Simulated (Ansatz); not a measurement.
CN (SMILES [C]#N), doublet, geometry from GFN2-xTB. Base run: PBE0/6-31G* (Ansatz, an electronic-structure program).

Here is a job for Ansatz.
Ansatz 0.2 input:
```yaml
crystal:
  periodic: [false, false, false]
  atoms:
    - {symbol: C, position_ang: [-0.00000000, -0.00000000, -0.61154905]}
    - {symbol: N, position_ang: [0.00000000, 0.00000000, 0.52418490]}
basis:
  gaussian:
    orbitals: 6-31G*
hamiltonian:
  xc: pbe0
magnetization: {spin_polarized: true, initial_magnetization: 1}
```

Variants of this job, named by their change:

```json
[
 {"change": "base", "ΔE vs base (mEh)": "0.000"},
 {"change": "occupation = up:A1:6 B1:1 down:A1:4 B1:1 B2:1", "ΔE vs base (mEh)": "617.6"},
 {"change": "occupation = up:A1:5 B1:1 B2:1 down:A1:4 B1:1 B2:1", "ΔE vs base (mEh)": "0.000"},
 {"change": "occupation = up:A1:4 B1:1 B2:1 A2:1 down:A1:4 B1:1 B2:1", "ΔE vs base (mEh)": "1744.3"},
 {"change": "symmetry_tolerance_ang = 0.01", "ΔE vs base (mEh)": "0.000"},
 {"change": "occupation = up:A1:5 B2:1 A2:1 down:A1:4 B1:1 B2:1", "ΔE vs base (mEh)": "1747.6"},
 {"change": "occupation = up:A1:5 B1:1 A2:1 down:A1:4 B1:1 B2:1", "ΔE vs base (mEh)": "1747.6"}
]
```
